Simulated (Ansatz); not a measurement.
Compare A (`[CH3][Al]([CH3])[TeH]`) with its isomer B (`C[CH2][AlH][TeH]`).

Gas-phase electronic energies from Ansatz, PBE0-D4/def2-TZVP geometries. CCSD(T)/CBS is the MP2 limit (def2-TZVPP, def2-QZVPP) plus CCSD(T) − MP2 in def2-TZVPP, frozen cores. DFT in def2-TZVPP. B3LYP here is the variant with VWN-RPA as its local correlation; programs differ in this. def2 core potentials past Kr. For Te outer-core shells are correlated without core-valence functions, which leaves a few kJ/mol of doubt a bond. One conformer a species, not always the lowest.

Q: Which is lower in electronic energy at CCSD(T)/CBS, and by how much? (An estimate is asked.)

A: Computed: A, by 61.3 kJ/mol.

Q: Give E(B) − E(A) in kJ/mol with B3LYP, CCSD/def2-TZVPP, PBE0-D4, HF/def2-TZVPP, MP2/def2-TZVPP, B3LYP-D4, CCSD(T)/def2-TZVPP. (Best estimate.)

A: The calculation gave: B3LYP 62.6, CCSD/def2-TZVPP 59.2, PBE0-D4 59.9, HF/def2-TZVPP 56.0, MP2/def2-TZVPP 62.3, B3LYP-D4 60.3, CCSD(T)/def2-TZVPP 59.5. None reverses the order clearly.

Largest T1 diagnostic: 0.010.

In def2-TZVPP, CCSD(T) changes the Hartree–Fock value by +3.5 kJ/mol (the triples alone add +0.4 kJ/mol) and MP2 by +6.3 kJ/mol.
